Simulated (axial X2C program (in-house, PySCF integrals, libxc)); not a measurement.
IF: from Re and ωe to a spectrum

A bond curve at the CCSD(T) level, two-component, was computed with an axial X2C code built on PySCF integrals (basis I dyall-cv3z [11s12p8d4f1g], F dyall-av3z [7s6p3d2f] (cores contracted in-house)) for the state Ω = 0 (closed shell). Its fit gives Re = 1.9242 Å, ωe = 602.3 cm⁻¹, ωexe = 3.02 cm⁻¹ and αe = 1.816e-03 cm⁻¹; the masses are 126.9045 and 18.9984 u. Two-component means X2C with spin–orbit coupling and atomic mean-field Coulomb and Gaunt terms.

Correlated methods: 14 electrons correlated (number of frozen shells: I 4 s, 3 p, 2 d; F 1 s), 244 virtual spin orbitals or spinors in MP2, 90 natural virtuals in coupled cluster.

Find the reduced mass, Be and the force constant.

From the CCSD(T) values: μ = 16.5246 u. Be = 16.8576/(μ Re²) = 0.2755 cm⁻¹. k = 5.8918×10⁻⁷ μ ωe² = 3.53 mdyn/Å.

A Morse curve ties αe to the other constants (Pekeris). How well does that hold?

αe(Morse) = 6Be²/ωe × (√(ωexe/Be) − 1) = 1.747e-03 cm⁻¹; the CCSD(T) curve gives 1.816e-03 cm⁻¹, a ratio of 0.96.

Where do the fundamental and the first overtone lie?

ν(1←0) = ωe − 2ωexe = 596.3 cm⁻¹; ν(2←0) = 2ωe − 6ωexe = 1186.5 cm⁻¹.

Give B0, the J = 1←0 line in GHz and the most populated J at 300 K (kT = 208.5 cm⁻¹).

B0 = Be − αe/2 = 0.2746 cm⁻¹; 2B0 = 16.47 GHz; J(max) ≈ √(kT/2B0) − 1/2 = 19.0, so J = 19.

Estimate the centrifugal constant by the Kratzer relation.

D = 4Be³/ωe² = 2.31e-07 cm⁻¹.

Occupations by symmetry block were frozen at the best pattern of an incomplete PBE0 search. CCSD and (T) use frozen natural virtuals with an MP2 correction for the truncation; (T) itself is uncorrected, so its De runs slightly low.
